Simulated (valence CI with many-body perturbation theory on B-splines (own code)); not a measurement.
# Gd XXVI: M1 decay

Calculated by configuration interaction combined with many-body perturbation theory (CI+MBPT): three valence electrons over a frozen Dirac-Fock core [Kr], a basis of 9 s, 9 p, 10 d, 8 f, 5 g, 3 h, 1 i functions for each j, with the one-electron correlation potential Σ1, the two-electron term Σ2, the three-electron term Σ3, Breit, model QED; selected CI, second order for the rest (own B-spline code, finite nucleus).

No measured levels were compared; by estimate terms of the open shell hold to 2 to 4 % of their energy, and close levels can change places. Only levels of the ground parity were solved; by the run's estimate the other parity begins above the list, which can be wrong where configurations are misplaced.

Lines 1 to 50 of 66 in falling wavelength, among levels below 261200 cm⁻¹, chosen from the decays that carry over 1 % of a level's rate. Wavelengths and rates use the calculated energies, so an error of 3000 cm⁻¹ moves a line at 18060 Å by 54 % and its rate by three times that or more. Weak lines are less certain than strong ones. Lines between different terms over intervals too small for the method are left out, as are lines whose strength nearly cancels. The highest levels of a list are the least certain.

Levels are named by their leading jj configuration (3d3/2^4 stands for four electrons in 3d with j = 3/2), which in mixed levels can hold well under half, so a name can repeat and another be missing. Letters in brackets count levels of one name in rising energy.

| λ vac (Å) | Upper | Lower | Type | A (s⁻¹) | Branch % |
| --- | --- | --- | --- | --- | --- |
| 18060 | (4d3/2^2 4d5/2) J=9/2 | (4d3/2^2 4d5/2) J=7/2 | M1 | 1.79e+00 | 100.0 |
| 9646 | (4d3/2^2 4d5/2) J=1/2 | (4d3/2^2 4d5/2) J=3/2 | M1 | 2.73e+01 | 2.9 |
| 5482 | (4d3/2^2 4d5/2) J=3/2 | (4d3/2^2 4d5/2) J=5/2 [a] | M1 | 5.43e+01 | 2.0 |
| 4850 | (4d3/2^2 4d5/2) J=7/2 | (4d3/2^2 4d5/2) J=5/2 [a] | M1 | 1.99e+02 | 99.8 |
| 4150 | (4d3/2 4d5/2^2) J=11/2 | (4d3/2 4d5/2^2) J=9/2 | M1 | 8.03e+01 | 4.4 |
| 3727 | (4d3/2 4d5/2^2) J=5/2 [b] | (4d3/2 4d5/2^2) J=3/2 [a] | M1 | 1.06e+02 | 3.1 |
| 2634 | (4d3/2 4d5/2^2) J=5/2 [a] | (4d3/2 4d5/2^2) J=7/2 [a] | M1 | 1.44e+02 | 3.5 |
| 2587 | (4d3/2 4d5/2^2) J=3/2 [b] | (4d5/2^3) J=3/2 | M1 | 1.63e+02 | 1.6 |
| 2427 | (4d3/2 4d5/2^2) J=5/2 [a] | (4d3/2^2 4d5/2) J=5/2 [b] | M1 | 1.63e+02 | 4.0 |
| 2344 | (4d5/2^3) J=9/2 | (4d3/2 4d5/2^2) J=11/2 | M1 | 2.26e+02 | 2.4 |
| 2216 | (4d3/2^2 4d5/2) J=5/2 [a] | (4d3/2^3) J=3/2 | M1 | 2.80e+03 | 100.0 |
| 2156 | (4d3/2^2 4d5/2) J=5/2 [b] | (4d3/2^2 4d5/2) J=7/2 | M1 | 8.33e+01 | 5.9 |
| 2051 | (4d3/2^2 4d5/2) J=5/2 [b] | (4d3/2^2 4d5/2) J=3/2 | M1 | 8.57e+02 | 60.9 |
| 2029 | (4d3/2 4d5/2^2) J=5/2 [b] | (4d3/2^2 4d5/2) J=5/2 [b] | M1 | 1.29e+03 | 37.4 |
| 2016 | (4d3/2 4d5/2^2) J=7/2 [a] | (4d3/2^2 4d5/2) J=7/2 | M1 | 1.29e+03 | 18.8 |
| 1955 | (4d3/2 4d5/2^2) J=9/2 | (4d3/2^2 4d5/2) J=9/2 | M1 | 2.25e+03 | 58.0 |
| 1876 | (4d3/2 4d5/2^2) J=7/2 [b] | (4d3/2 4d5/2^2) J=7/2 [a] | M1 | 2.97e+02 | 10.7 |
| 1816 | (4d5/2^3) J=3/2 | (4d3/2 4d5/2^2) J=1/2 | M1 | 1.09e+03 | 12.0 |
| 1808 | (4d5/2^3) J=5/2 | (4d5/2^3) J=3/2 | M1 | 3.33e+02 | 1.9 |
| 1769 | (4d3/2 4d5/2^2) J=7/2 [b] | (4d3/2^2 4d5/2) J=5/2 [b] | M1 | 1.40e+02 | 5.1 |
| 1764 | (4d3/2 4d5/2^2) J=9/2 | (4d3/2^2 4d5/2) J=7/2 | M1 | 1.62e+03 | 41.9 |
| 1644 | (4d3/2 4d5/2^2) J=3/2 [a] | (4d3/2^2 4d5/2) J=1/2 | M1 | 9.79e+02 | 9.5 |
| 1632 | (4d5/2^3) J=3/2 | (4d3/2 4d5/2^2) J=3/2 [a] | M1 | 1.90e+03 | 20.8 |
| 1578 | (4d3/2^2 4d5/2) J=3/2 | (4d3/2^3) J=3/2 | M1 | 2.64e+03 | 98.0 |
| 1498 | (4d5/2^3) J=9/2 | (4d3/2 4d5/2^2) J=9/2 | M1 | 3.89e+03 | 41.1 |
| 1493 | (4d3/2^2 4d5/2) J=5/2 [b] | (4d3/2^2 4d5/2) J=5/2 [a] | M1 | 1.62e+02 | 11.5 |
| 1491 | (4d3/2 4d5/2^2) J=1/2 | (4d3/2^2 4d5/2) J=1/2 | M1 | 5.58e+03 | 94.3 |
| 1424 | (4d3/2 4d5/2^2) J=7/2 [a] | (4d3/2^2 4d5/2) J=5/2 [a] | M1 | 5.55e+03 | 81.2 |
| 1404 | (4d3/2 4d5/2^2) J=3/2 [a] | (4d3/2^2 4d5/2) J=3/2 | M1 | 5.70e+03 | 55.2 |
| 1356 | (4d3/2^2 4d5/2) J=1/2 | (4d3/2^3) J=3/2 | M1 | 9.17e+02 | 96.7 |
| 1354 | (4d5/2^3) J=9/2 | (4d3/2 4d5/2^2) J=7/2 [a] | M1 | 5.10e+03 | 53.9 |
| 1329 | (4d3/2 4d5/2^2) J=11/2 | (4d3/2^2 4d5/2) J=9/2 | M1 | 1.76e+03 | 95.6 |
| 1292 | (4d3/2 4d5/2^2) J=1/2 | (4d3/2^2 4d5/2) J=3/2 | M1 | 2.21e+02 | 3.7 |
| 1232 | (4d3/2 4d5/2^2) J=3/2 [b] | (4d3/2 4d5/2^2) J=5/2 [a] | M1 | 4.34e+03 | 43.8 |
| 1212 | (4d5/2^3) J=5/2 | (4d3/2 4d5/2^2) J=7/2 [b] | M1 | 1.74e+03 | 10.2 |
| 1194 | (4d5/2^3) J=3/2 | (4d3/2^2 4d5/2) J=5/2 [b] | M1 | 3.40e+03 | 37.2 |
| 1142 | (4d3/2 4d5/2^2) J=5/2 [a] | (4d3/2^2 4d5/2) J=7/2 | M1 | 8.31e+02 | 20.3 |
| 1118 | (4d3/2 4d5/2^2) J=3/2 [a] | (4d3/2^2 4d5/2) J=5/2 [a] | M1 | 3.18e+03 | 30.8 |
| 1114 | (4d5/2^3) J=5/2 | (4d3/2 4d5/2^2) J=5/2 [b] | M1 | 4.26e+03 | 24.9 |
| 1112 | (4d3/2 4d5/2^2) J=5/2 [a] | (4d3/2^2 4d5/2) J=3/2 | M1 | 2.21e+03 | 53.9 |
| 1067 | (4d3/2 4d5/2^2) J=3/2 [b] | (4d3/2 4d5/2^2) J=1/2 | M1 | 1.34e+03 | 13.6 |
| 1045 | (4d3/2 4d5/2^2) J=5/2 [b] | (4d3/2^2 4d5/2) J=7/2 | M1 | 1.56e+03 | 45.4 |
| 1027 | (4d3/2 4d5/2^2) J=7/2 [b] | (4d3/2^2 4d5/2) J=9/2 | M1 | 1.15e+03 | 41.7 |
| 1022 | (4d5/2^3) J=5/2 | (4d3/2 4d5/2^2) J=5/2 [a] | M1 | 1.64e+03 | 9.6 |
| 1020 | (4d3/2 4d5/2^2) J=5/2 [b] | (4d3/2^2 4d5/2) J=3/2 | M1 | 1.59e+02 | 4.6 |
| 1001 | (4d3/2 4d5/2^2) J=3/2 [b] | (4d3/2 4d5/2^2) J=3/2 [a] | M1 | 2.47e+03 | 24.9 |
| 971.7 | (4d3/2 4d5/2^2) J=7/2 [b] | (4d3/2^2 4d5/2) J=7/2 | M1 | 8.23e+02 | 29.8 |
| 924.2 | (4d3/2 4d5/2^2) J=5/2 [a] | (4d3/2^2 4d5/2) J=5/2 [a] | M1 | 4.74e+02 | 11.5 |
| 891.8 | (4d3/2^2 4d5/2) J=5/2 [b] | (4d3/2^3) J=3/2 | M1 | 3.02e+02 | 21.5 |
| 860.0 | (4d3/2 4d5/2^2) J=5/2 [b] | (4d3/2^2 4d5/2) J=5/2 [a] | M1 | 1.59e+02 | 4.6 |
